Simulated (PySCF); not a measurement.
Series CXY, Y = fluoro, computed as singlets and as triplets. Gas-phase values, no solvent. One relaxed conformer stands for each flexible species; it need not be the lowest. Strings in code marks are SMILES.

Calculation: PySCF 2.14.0 with PBE-D3(BJ)/def2-TZVP // PBE0-D3(BJ)/def2-TZVP. 

```csv
species,dipole moment (D),highest occupied spin orbital (eV)
"X = fluoro, multiplicity 1 (`F[C]F` (lower singlet))",0.82,–
"X = fluoro, multiplicity 3 (`F[C]F` (excited triplet))",0.16,-4.30
"X = chloro, multiplicity 1 (`[C](Cl)F` (lower singlet))",0.96,–
"X = chloro, multiplicity 3 (`F[C]Cl` (excited triplet))",0.44,-4.50
"X = silyl, multiplicity 3 (`F[C][SiH3]` (lower triplet))",0.76,-5.02
"X = ethynyl, multiplicity 3 (`C#C[C]F` (triplet; the order of the spin states depends on the level))",1.16,-4.96
"X = vinyl, multiplicity 3 (`C=C[C]F` (triplet; the order of the spin states depends on the level; C–C–C–F torsion 0°))",–,-4.67
"X = AlH2, multiplicity 3 (`F[C][AlH2]` (lower triplet))",–,-5.41
"X = H, multiplicity 3 (`[CH]F` (excited triplet))",0.94,-4.80
```
